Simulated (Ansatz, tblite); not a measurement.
Cost and result up the ladder for (NaCl)2 ring (Na₂Cl₂) (4 atoms). Total charge 0; singlet. Geometry: B3LYP-D4/def2-TZVP.

```
atom    x (Å)    y (Å)    z (Å)
 Na1   0.3187  -1.1901  -0.9953
 Cl2   0.0425   1.2765  -1.5128
 Na3  -0.3187   1.1901   0.9953
 Cl4  -0.0425  -1.2765   1.5128
```

Ansatz on 4 threads of Intel Xeon on a shared host; xTB runs through tblite on one thread. Times are rough, summed over both states, and most runs start from the orbitals of an earlier one. CCSD(T)/def2-TZVPP serves as the yardstick here, not as an exact answer. The other state is a doublet.

The xTB rows come from tblite. Correlated methods freeze 12 core orbitals; core or outer-core shells of Na are correlated, in sets that lack core-valence functions.

Raw xTB energies of ions are shifted by several eV.

```tsv
level	functions	wall time	vertical IE (eV)	difference from CCSD(T)/def2-TZVPP (eV)
GFN1-xTB	26	0.016 s	14.33	4.33
GFN2-xTB	26	0.019 s	13.47	3.47
PBE-D4/def2-TZVP	138	7.7 s	9.05	-0.95
PBE0-D4/def2-TZVP	138	14 s	9.48	-0.52
r2SCAN-D4/def2-TZVP (with forces)	138	19 s	9.26	-0.74
CCSD(T)/def2-TZVPP	148	2.3 min	10.00	0.00
```
